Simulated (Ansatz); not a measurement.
Mulliken charges of `O=C=CCBr` from B3LYP/def2-TZVPP in Ansatz (PBE0-D4/def2-TZVP geometry).

```
atom   x (Å)   y (Å)   z (Å)  charge (e)
  O1   0.473  -1.335   2.253      -0.121
  C2   0.524  -0.627   1.343       0.223
  C3   0.595   0.164   0.296      -0.211
  C4  -0.345   0.051  -0.834      -0.150
 Br5  -1.769   1.428  -0.808      -0.155
  H6   1.338   0.951   0.332       0.134
  H7   0.150   0.208  -1.788       0.146
  H8  -0.875  -0.897  -0.849       0.134
```

Q: By hand: the dipole of these point charges (1 e Å = 4.8032 D).

A: Σ q r = (0.344, -0.204, -0.116) e Å, of length 0.416 e Å = 2.00 D.

Q: How does the dipole of the full density compare? (An estimate is asked.)

A: Ansatz gave: (0.351, -0.130, -0.153) e Å, 1.94 D; the point charges give 1.03 times that, at 11° from its direction.

Point charges leave out the atoms' own dipoles, such as those of lone pairs, and Mulliken's split depends on the basis, so the close match here is no proof of good charges.

B3LYP here is the variant with VWN-RPA as its local correlation; programs differ in this.
